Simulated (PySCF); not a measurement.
A calculated (PW91, PySCF 2.14, x2c-TZVPPall with one added diffuse shell each of s, p, d, f type, scalar relativity by spin-free X2C-1e) atom or ion has these occupied shells.

| shell | electrons | orbital energy (eV) | rms radius, mean of both spins (bohr) |
| --- | --- | --- | --- |
| 1s α | 1 | -8227.7 | 0.0624 |
| 1s β | 1 | -8227.6 | 0.0624 |
| 2s α | 1 | -1001.8 | 0.266 |
| 2s β | 1 | -1000.6 | 0.266 |
| 2p α | 3 | -864.92 | 0.238 |
| 2p β | 3 | -864.04 | 0.238 |
| 3s α | 1 | -131.67 | 0.796 |
| 3s β | 1 | -129.22 | 0.796 |
| 3p α | 3 | -92.083 | 0.847 |
| 3p β | 3 | -89.688 | 0.847 |
| 3d α | 5 | -29.319 | 1.11 |
| 3d β | 3 | -27.699 | 1.11 |

Name the element and its charge.

Ni²⁺ (nickel, charge +2), in [Ar] 3d8, high-spin 3F determinant.
